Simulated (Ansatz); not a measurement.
`[CH3][Al]([CH3])[SnH3]` + `OB(O)O` → `[CH3][Al]([CH3])[O]B(O)O` + `[SnH4]`  (cleavage of the Al–Sn bond)

Calculated with Ansatz (gas phase, PBE0-D4/def2-TZVP geometries, no zero-point term in ΔE). CBS: MP2 limit from def2 TZ/QZ plus the TZ coupled-cluster correction, frozen cores. This one scheme is used for every species. Functionals use def2-TZVPP. B3LYP here is the variant with VWN-RPA as its local correlation; programs differ in this. Elements past krypton have def2 core potentials. For Sn outer-core shells are correlated without core-valence functions, which leaves a few kJ/mol of doubt a bond. One conformer a species, not always the lowest.

```
             level  ΔE (kJ/mol)  difference from CCSD(T)/CBS
            PBE-D4        -89.5                         11.3
         r2SCAN-D4       -106.1                         -5.3
           ωB97X-V       -109.7                         -8.9
            B2PLYP       -110.2                         -9.4
             B3LYP       -107.6                         -6.8
     HF/def2-TZVPP       -120.9                        -20.1
SCS-MP2/def2-TZVPP       -112.5                        -11.7
   CCSD/def2-TZVPP       -110.0                         -9.2
    MP2/def2-QZVPP       -104.5                         -3.7
    CCSD/CBS(def2)       -102.2                         -1.4
       CCSD(T)/CBS       -100.8                            0
```

Largest T1 diagnostic among the species: 0.013.

In def2-TZVPP, CCSD(T) changes the Hartree–Fock value by +12.5 kJ/mol (the triples alone add +1.5 kJ/mol) and MP2 by +12.6 kJ/mol. From PBE to PBE0 (25 % exact exchange), in def2-TZVPP and without D4, ΔE moves by −4.0 kJ/mol.
